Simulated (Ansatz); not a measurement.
Two members of one family (Series W(S)2X2), computed with Ansatz in the gas phase; def2 core potentials for W, no spin–orbit coupling. The two geometries come from different levels. Names give formal oxidation states. The structures are stationary points that may keep the symmetry of their start.

First: WS2(OH)2 (singlet, charge 0, r2SCAN-D4/def2-SVP geometry).

```xyz
7

W     0.003   -0.274    0.122
S    -0.809   -2.039   -0.782
S     0.844   -0.766    2.031
O    -1.386    0.974    0.344
H    -1.533    1.496    1.145
O     1.369    0.424   -0.965
H     1.512    0.185   -1.893
```

| level | HOMO (eV) | LUMO (eV) | gap (eV) |
| --- | --- | --- | --- |
| PBE-D4/def2-SVP | -6.07 | -3.25 | 2.82 |
| PBE-D4/def2-TZVP | -6.12 | -3.35 | 2.77 |
| revPBE-D4/def2-TZVP | -6.06 | -3.28 | 2.78 |
| r2SCAN-D4/def2-TZVPD | -6.42 | -3.38 | 3.05 |
| CAM-B3LYP-D4/def2-TZVP | -8.40 | -1.66 | 6.74 |

Metal–donor distances: 2 × S 2.14 Å, 2 × O 1.88 Å.

Second: WS2(NH2)2 (singlet, charge 0, PBE-D4/def2-SVP geometry).

```csv
atom,x (Å),y (Å),z (Å)
W1,0.373,-0.267,-0.417
S2,1.709,0.857,-1.685
S3,0.450,-2.402,-0.724
N4,-1.443,0.324,-0.793
H5,-2.277,-0.258,-0.665
H6,-1.689,1.266,-1.114
N7,0.871,0.086,1.432
H8,1.297,0.959,1.759
H9,0.708,-0.564,2.208
```

Question: Estimate the same table for the second.

Answer: 
| level | HOMO (eV) | LUMO (eV) | gap (eV) |
| --- | --- | --- | --- |
| PBE-D4/def2-SVP | -5.86 | -3.14 | 2.72 |
| PBE-D4/def2-TZVP | -5.93 | -3.23 | 2.70 |
| revPBE-D4/def2-TZVP | -5.88 | -3.18 | 2.70 |
| r2SCAN-D4/def2-TZVPD | -6.25 | -3.27 | 2.98 |
| CAM-B3LYP-D4/def2-TZVP | -8.23 | -1.55 | 6.68 |

Metal–donor distances: 2 × S 2.16 Å, 2 × N 1.95 Å.
